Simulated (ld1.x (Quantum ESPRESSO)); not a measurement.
**Ne, PAW: configuration errors across variants**

neon (Ne), PAW, made with ld1.x (Quantum ESPRESSO) 7.5 (PBE, scalar-relativistic). Core [He], reference 2s2 2p5 (charge +1). Waves: 2s (bound): rcut 0.50, rcutus 0.60 bohr; 2s channel at -3.75 Ry: rcut 0.50, rcutus 0.60 bohr; 2p (bound): rcut 1.45, rcutus 1.65 bohr; 2p channel at -2.05 Ry: rcut 1.45, rcutus 1.65 bohr; 3d channel at 0.5 Ry: rcut 1.30, rcutus 1.75 bohr; 3d channel at 2.3 Ry: rcut 1.30, rcutus 1.75 bohr. Local part: all-electron potential smoothed inside 1.00 bohr (lloc = -1). Core correction: Bessel-smoothed model core inside 0.50 bohr. Augmentation charge: BESSEL, radius 0.55 bohr.

All-electron excitation energies from the reference (eV): (1) 2s2 2p6 -22.475; (2) 2s2 2p4 43.268; (3) 2s2 2p3 110.699; (4) 2s2 2p2 205.328; (5) 2s1 2p6 23.407; (6) 2s2 2p5.5 -13.608.

The overlap operator is not positive definite (basis up to 400 Ry) in “local potential all-electron potential smoothed inside 1.38 bohr (lloc = -1)”. Such files are unfit for use, however small their errors in these radial tests.

1 further variants failed, have other tests or too few solved ones, and are left out.

Errors AE − PS in meV (a dash: test not solved or not reliable):

| change | (1) | (2) | (3) | (4) | (5) | (6) | bound ghosts |
| --- | --- | --- | --- | --- | --- | --- | --- |
| base | +4.0 | -10 | -40 | -46 | +29 | +1.3 | none |
| augmentation PSQ, inside the norm-conserving radii | -13 | -43 | -204 | -452 | -1.5 | -4.0 | none |
| local potential all-electron potential smoothed inside 1.38 bohr (lloc = -1) | – | – | – | – | – | – | not determined (overlap not positive) |
| waves 2p (bound): rcut 1.45, rcutus 1.68 bohr; 2p channel at -2.05 Ry: rcut 1.45, rcutus 1.68 bohr | +6.5 | -7.0 | -19 | +12 | +36 | +2.0 | none |
| wave 3d channel at 0.5 Ry: rcut 1.30, rcutus 1.75 bohr becomes 3d channel at -0.19 Ry: rcut 1.30, rcutus 1.75 bohr | +4.0 | -10 | -40 | -46 | +29 | +1.3 | none |

(1) Give the same row for: core correction Bessel-smoothed model core inside 0.38 bohr.

Results:

(1) +3.8, -11, -44, -59, +28, +1.2; bound ghosts: none.
